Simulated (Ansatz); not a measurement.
Mulliken charges of GeH5O2SSi (`O[SiH][S][GeH2][OH]`) radical from r2SCAN/def2-TZVPP in Ansatz (PBE0-D4/def2-TZVP geometry).

| atom | x (Å) | y (Å) | z (Å) | charge (e) |
| --- | --- | --- | --- | --- |
| O1 | -1.787 | -0.900 | -1.163 | -0.379 |
| Si2 | -0.982 | 0.507 | -1.496 | 0.365 |
| S3 | -0.441 | 1.408 | 0.342 | -0.357 |
| Ge4 | 0.797 | -0.271 | 1.142 | 0.503 |
| O5 | 2.299 | 0.423 | 1.783 | -0.434 |
| H6 | -1.979 | -1.476 | -1.907 | 0.207 |
| H7 | -1.867 | 1.496 | -2.189 | -0.079 |
| H8 | 0.124 | -0.908 | 2.358 | 0.003 |
| H9 | 1.082 | -1.251 | -0.009 | -0.019 |
| H10 | 2.754 | 0.971 | 1.140 | 0.191 |

Problem. By hand: the dipole of these point charges (1 e Å = 4.8032 D).

Solution. Σ q r = (0.123, -0.514, -0.424) e Å, of length 0.678 e Å = 3.26 D.

Problem. How does the dipole of the full density compare? (Estimate.)

Solution. Ansatz gave: (-0.011, -0.283, -0.481) e Å, 2.68 D; the point charges give 1.22 times that, at 23° from its direction.

Point charges leave out the atoms' own dipoles, such as those of lone pairs, and Mulliken's split depends on the basis, so the two needn't agree.
